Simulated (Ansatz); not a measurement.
Gas-phase electronic energies from Ansatz, PBE0-D4/def2-TZVP geometries. CCSD(T)/CBS is the MP2 limit (def2-TZVPP, def2-QZVPP) plus CCSD(T) − MP2 in def2-TZVPP, frozen cores. This one scheme is used for every species. Functionals use def2-TZVPP. B3LYP here is the variant with VWN-RPA as its local correlation; programs differ in this. HSE06 is defined as in plane-wave codes. For Ge outer-core shells are correlated without core-valence functions, which leaves a few kJ/mol of doubt a bond. Scalar relativity is left out up to krypton. One conformer a species, not always the lowest.

`[OH][GeH]([Cl])[Cl]` + HCl → `[Cl][GeH]([Cl])[Cl]` + H₂O  (ligand exchange at a Ge–O bond)

| level | ΔE (kJ/mol) | difference from CCSD(T)/CBS |
| --- | --- | --- |
| LDA (SPW92) | -26.2 | 3.8 |
| PBE-D4 | -31.6 | -1.6 |
| revPBE-D4 | -32.1 | -2.1 |
| BLYP-D4 | -28.0 | 2.0 |
| r2SCAN-D4 | -27.8 | 2.2 |
| B97M-V | -27.8 | 2.2 |
| PBE0-D4 | -33.4 | -3.4 |
| B3LYP-D4 | -29.5 | 0.5 |
| r2SCANh-D4 | -29.0 | 1.0 |
| r2SCAN0-D4 | -30.5 | -0.5 |
| HSE06-D4 | -33.7 | -3.7 |
| BHLYP-D4 | -30.9 | -0.9 |
| CAM-B3LYP-D4 | -24.5 | 5.5 |
| ωB97X-V | -26.4 | 3.6 |
| ωB97M-V | -28.9 | 1.1 |
| B2PLYP | -25.8 | 4.2 |
| PBE | -29.9 | 0.1 |
| revPBE | -30.6 | -0.6 |
| BLYP | -24.8 | 5.2 |
| r2SCAN | -27.5 | 2.5 |
| PBE0 | -31.9 | -1.9 |
| B3LYP | -26.5 | 3.5 |
| r2SCANh | -28.6 | 1.4 |
| HSE06 | -32.1 | -2.1 |
| BHLYP | -27.2 | 2.8 |
| CAM-B3LYP | -22.7 | 7.3 |
| LC-ωPBE | -25.6 | 4.4 |
| RPA@PBE/def2-TZVPP | -22.1 | 7.9 |
| HF/def2-SVP | -26.0 | 4.0 |
| MP2/def2-SVP | -18.2 | 11.8 |
| CCSD(T)/def2-SVP | -18.2 | 11.8 |
| HF/def2-TZVPP | -26.0 | 4.0 |
| MP2/def2-TZVPP | -27.9 | 2.1 |
| SCS-MP2/def2-TZVPP | -24.7 | 5.3 |
| CCSD(T)/def2-TZVPP | -24.5 | 5.5 |
| HF/def2-QZVPP | -25.9 | 4.1 |
| MP2/def2-QZVPP | -31.0 | -1.0 |
| SCS-MP2/def2-QZVPP | -27.7 | 2.3 |
| MP2/CBS(def2) | -33.4 | -3.4 |
| CCSD/CBS(def2) | -29.9 | 0.1 |
| CCSD(T)/CBS | -30.0 | 0 |

**Question.** What do rigid-rotor, harmonic-oscillator terms from PBE0-D4/def2-TZVP frequencies (298.15 K, 1 bar) make of the CCSD(T)/CBS value? (Best estimate.)

**Answer.** Ansatz gave: ΔZPE = +6.0 kJ/mol, ΔH = -23.6 kJ/mol, ΔS = -5 J/(mol·K), ΔG = -22.0 kJ/mol.

Largest T1 diagnostic among the species: 0.010.

Leaving LDA and LC-ωPBE aside and taking each functional with its dispersion term where it has one, the values spread over 9.1 kJ/mol, from HSE06-D4 to CAM-B3LYP-D4. LDA lies +3.7 kJ/mol from PBE without D4. At CCSD(T), def2-SVP lies +11.8 kJ/mol from the extrapolated value and def2-TZVPP +5.5 kJ/mol.
